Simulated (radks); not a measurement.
Results of a calculation; reference values are marked as such.
Ti II, 21 electrons, occupied as [Ar] 3d1.5 4s1.5 (fractional occupations, a model configuration). Level of theory: scalar-relativistic Kohn-Sham, PBE, spin-polarised, spherical densities, finite nucleus; open shells are filled with parallel spins first; Fermi nuclear charge, rms radius 3.5921 fm (a radial shooting solver on a logarithmic mesh with Libxc functionals).

Unscreened Slater integrals over Kohn-Sham orbitals (hartree). They are taken over the spin-up orbitals.

integral,value
"F0(4s,4s)",0.29411
"F0(4s,3d)",0.36257
"G2(4s,3d)",0.056748
"F0(4s,3p)",0.37526
"G1(4s,3p)",0.025561
"F0(4s,3s)",0.37771
"G0(4s,3s)",0.017867
"F0(3d,3d)",0.65206
"F2(3d,3d)",0.29840
"F4(3d,3d)",0.18503
"F0(3d,3p)",0.73179
"F2(3d,3p)",0.34201
"G1(3d,3p)",0.42629
"G3(3d,3p)",0.25604
"F0(3d,3s)",0.75271
"G2(3d,3s)",0.32117
"F0(3p,3p)",0.84004
"F2(3p,3p)",0.42171
"F0(3p,3s)",0.86795
"G1(3p,3s)",0.57678
"F0(3s,3s)",0.89897

Derived for the open shells (J is the average intra-shell exchange parameter used in DFT+U). 3d: Racah B = F2/49 - 5 F4/441 = 0.003992 hartree, C = 35 F4/441 = 0.01468 hartree, C/B = 3.68, F4/F2 = 0.620, J = (F2 + F4)/14 = 0.03453 hartree.
